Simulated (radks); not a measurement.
Question: Radial electron density D(r) = 4 pi r^2 rho(r) of an atom or ion with 33 electrons. Method: Dirac Kohn-Sham, BLYP, spin-unpolarised, spherical densities, finite nucleus; Fermi nuclear charge, rms radius of each element as measured or else 0.836 A^(1/3) + 0.57 fm; computed with a radial shooting solver on a logarithmic mesh with Libxc functionals.

```
   r/bohr * D(r) (the largest magnitude, 52.7, reaches the edge; | marks zero)
 0.002346 | *
 0.003055 |   *
 0.003946 |     *
 0.005138 |        *
 0.006637 |            *
 0.008642 |                  *
  0.01116 |                         *
  0.01454 |                                 *
  0.01878 |                                        *
  0.02445 |                                             *
  0.03158 |                                              *
  0.04113 |                                           *
  0.05312 |                                       *
  0.06917 |                                       *
  0.08936 |                                              *
   0.1164 |                                                      *
   0.1503 |                                                     *
   0.1957 |                                        *
   0.2528 |                              *
   0.3292 |                                *
   0.4252 |                                    *
   0.5537 |                             *
   0.7153 |               *
   0.9314 |       *
    1.203 |      *
    1.567 |     *
    2.024 |  *
    2.635 |*
    3.404 *
    4.432 *
```

What is the nuclear charge?

Answer: Z = 36. The innermost maximum, from 1s, lies near gamma/Z bohr with gamma = sqrt(1 - (Z/c)^2) = 0.965, here 0.0268 bohr (found: 0.0292), and its height grows with Z. The density is that of the krypton ion Kr3+ in [Ar] 3d8 4s1 4p6; the configuration itself is not fixed sharply by these data, and Z only to about a unit. D(r) has 3 maxima, at r = 0.0292, 0.129, 0.422 bohr, and minima at 0.0599, 0.274 bohr, inside which lie 2.07, 10.97 electrons.
